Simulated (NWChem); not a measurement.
# ZnI2; SMILES [I][Zn][I]

```xyz
3

Zn     0.0000     0.0000     0.0000
I      0.0000     0.0000     2.4242
I      0.0000     0.0000    -2.4242
```
Atoms are numbered in this order, from 1.

Structure relaxed at the PBE0/def2-SVP level. No frequency run checked for a minimum. def2 effective core potentials on I; no spin-orbit coupling.

Question: List the 4 lowest vertical singlet excitations from CAM-B3LYP/def2-SVPD with def2 effective core potentials on I, TDA (NWChem).

Answer: 
| state | energy (eV) | oscillator strength | leading excitation (squared amplitude) |
|---|---|---|---|
| S1 | 4.77 | 0.000 | HOMO → LUMO (0.97) |
| S2 | 4.77 | 0.000 | HOMO−1 → LUMO (0.97) |
| S3 | 5.17 | 0.039 | HOMO−2 → LUMO (0.97) |
| S4 | 5.17 | 0.039 | HOMO−3 → LUMO (0.97) |
